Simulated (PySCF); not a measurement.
CH4O4. Atoms are numbered in the order given.

```xyz
9

O      0.8699    -0.7711    -0.7554
C      0.0000     0.0000     0.0000
O     -0.7711    -0.8699     0.7554
O      0.7711     0.8699     0.7554
O     -0.8699     0.7711    -0.7554
H      0.3594    -1.5164    -1.1026
H     -1.5164    -0.3594     1.1026
H      1.5164     0.3594     1.1026
H     -0.3594     1.5164    -1.1026
```
Charge 0, spin multiplicity 1.

The structure is a stationary point at B3LYP-D3(BJ)/def2-SVP. One conformer was computed; it need not be the lowest.

All values below come from PBE/pcSseg-1 (PySCF).

GIAO shieldings, no solvent; atoms alike by connectivity are averaged. δ = σ(ref) − σ: ¹⁷O against H2O (σ = 334.3 ppm); ¹³C against TMS (σ = 182.0 ppm); ¹H against TMS (σ = 31.49 ppm), references at their B3LYP-D3(BJ)/def2-TZVP geometries, non-relativistic.

| atoms | nucleus | count | δ (ppm) |
|---|---|---|---|
| O1, O3, O4, O5 | ¹⁷O | 4 | 132.5 |
| C2 | ¹³C | 1 | … |
| H6, H7, H8, H9 | ¹H | 4 | 2.44 |

What belongs in the gaps? (Estimate from the structure and the level; the computed values follow.)


- C2, δ (ppm): 126.2
